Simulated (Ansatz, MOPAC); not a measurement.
Species: H$_{4}$BSiO$_{3}$, charge 0, multiplicity 2. SMILES: OB(O)O[SiH2]

Atoms: O1, B2, O3, O4, Si5, H6, H7, H8, H9. Bonds: O1-B2, O1-H6, B2-O3, B2-O4, O3-H7, O4-Si5, Si5-H8, Si5-H9.

Bond lengths (Å) and angles (degrees) optimised at PM3 with MOPAC; HF/STO-3G with Ansatz (a program for electronic structure); HF/3-21G with Ansatz; PBE/6-31G* with Ansatz; B3LYP/LANL2DZ with Ansatz; B3LYP/6-31G* with Ansatz, each started from the B3LYP-D3(BJ)/def2-TZVP structure (Ansatz) of the last column. A row stands for all coordinates that are equal there; 12 of 16 kinds are shown. 6-31G* holds six Cartesian d functions. No wavenumbers were computed at HF/STO-3G, PBE/6-31G*, B3LYP/LANL2DZ, so these may be saddle points.

```
coordinate    PM3  HF/STO-3G  HF/3-21G  PBE/6-31G*  B3LYP/LANL2DZ  B3LYP/6-31G*  B3LYP-D3(BJ)/def2-TZVP
----------  -----  ---------  --------  ----------  -------------  ------------  ----------------------
O1-B2       1.383      1.371     1.381       1.380          1.384         1.371                   1.369
O1-H6       0.946      0.981     0.962       0.976          0.973         0.968                   0.962
B2-O3       1.379      1.373     1.380       1.377          1.380         1.369                   1.367
B2-O4       1.358      1.339     1.369       1.385          1.372         1.374                   1.370
O4-Si5      1.674      1.679     1.679       1.690          1.706         1.675                   1.659
Si5-H8      1.494      1.431     1.488       1.509          1.493         1.496                   1.488
Si5-H9      1.494      1.430     1.486       1.506          1.489         1.493                   1.487
O1-B2-O3    119.4      118.2     118.9       120.0          119.0         119.8                   119.8
O1-B2-O4    119.8      121.5     121.4       120.3          121.0         120.4                   120.7
O3-B2-O4    120.8      120.2     119.7       119.7          120.0         119.8                   119.5
B2-O4-Si5   130.0      124.4     141.6       126.7          140.3         130.2                   132.7
B2-O1-H6    115.0      109.5     117.5       109.8          118.5         110.9                   112.7
```

Mean signed difference of all 8 bond lengths from B3LYP-D3(BJ)/def2-TZVP: PM3 0.001 Å, HF/STO-3G -0.010 Å, HF/3-21G 0.005 Å, PBE/6-31G* 0.017 Å, B3LYP/LANL2DZ 0.013 Å, B3LYP/6-31G* 0.006 Å.
